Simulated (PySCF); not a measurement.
CH3AlBrFO, SMILES C[O][Al]([F])[Br].

Geometry: B3LYP-D3(BJ)/def2-SVP. The structure was generated by enumeration; whether it is a known compound was not checked. Other conformers were not sampled.

Two levels are set side by side: PBE/def2-TZVP (PySCF) and M06-2X/def2-TZVP (PySCF). Same geometry, gas phase. Differences are taken from unrounded values.

```json
[
 {"quantity": "orbital gap (eV)", "M06-2X": "9.59"},
 {"quantity": "highest occupied level (eV)", "M06-2X": "-10.12"},
 {"quantity": "lowest empty level (eV)", "M06-2X": "-0.52"},
 {"quantity": "dipole moment (D)", "M06-2X": "2.14"},
 {"quantity": "mean polarisability (bohr³)", "M06-2X": "54.4"}
]
```

Task: What does PBE give, and how far is it from M06-2X? (An estimate is asked for; the answer gives what the named calculation found.)

Result: 
```json
[
 {"quantity": "orbital gap (eV)", "PBE": "5.16", "PBE minus M06-2X": "-4.43"},
 {"quantity": "highest occupied level (eV)", "PBE": "-7.12", "PBE minus M06-2X": "3.00"},
 {"quantity": "lowest empty level (eV)", "PBE": "-1.96", "PBE minus M06-2X": "-1.43"},
 {"quantity": "dipole moment (D)", "PBE": "2.01", "PBE minus M06-2X": "-0.14"},
 {"quantity": "mean polarisability (bohr³)", "PBE": "58.7", "PBE minus M06-2X": "4.4"}
]
```

PBE's occupied levels lie high since its potential decays too fast outside the molecule; exact exchange lowers them and widens the gap. PBE's more diffuse valence density responds more strongly to a field. Differences between two approximate levels are no errors against the true value.

Rough cost on one machine, each run with all the roots and properties that it gave: M06-2X against PBE about 3 times.
